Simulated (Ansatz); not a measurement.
Consider the substitution at a C–Se bond: `CC[Se]C` + `Cl[SiH2][NH][GeH3]` → `CC[N]([GeH3])[SiH2]Cl` + `C[SeH]`.

Computed with Ansatz on PBE0-D4/def2-TZVP structures; ΔE is electronic, products minus reactants. CCSD(T)/CBS is the MP2 limit (def2-TZVPP, def2-QZVPP) plus CCSD(T) − MP2 in def2-TZVPP, frozen cores. Functionals use def2-TZVPP. For Ge, Se outer-core shells are correlated without core-valence functions, which leaves a few kJ/mol of doubt a bond. Scalar relativity is left out up to krypton. One conformer a species, not always the lowest.

Is it downhill or uphill in electronic energy at CCSD(T)/CBS, and by how much? (An estimate is asked.)

Ansatz gave: Uphill: ΔE = +32.3 kJ/mol.

What do these levels give: LDA (SPW92), BLYP-D4, r2SCANh-D4, CAM-B3LYP-D4, PBE, revPBE, r2SCAN0, CCSD/def2-SVP, CCSD(T)/def2-SVP, CCSD(T)/def2-TZVPP, MP2/CBS(def2), CCSD/CBS(def2)? (Estimate.)

Computed: LDA (SPW92) 21.7, BLYP-D4 27.3, r2SCANh-D4 32.5, CAM-B3LYP-D4 27.0, PBE 35.8, revPBE 41.4, r2SCAN0 34.9, CCSD/def2-SVP 8.7, CCSD(T)/def2-SVP 7.1, CCSD(T)/def2-TZVPP 30.0, MP2/CBS(def2) 36.6, CCSD/CBS(def2) 33.5 kJ/mol.

Largest T1 diagnostic among the species: 0.011.

The D4 term adds −9.5 kJ/mol with B3LYP and −5.8 kJ/mol with PBE0; it sums over pairs of atoms, weighted by their polarisabilities, and B3LYP, whose exchange is more repulsive, gets the larger term. At CCSD(T), def2-SVP lies −25.2 kJ/mol from the extrapolated value and def2-TZVPP −2.3 kJ/mol.

B3LYP here is the variant with VWN-RPA as its local correlation; programs differ in this.
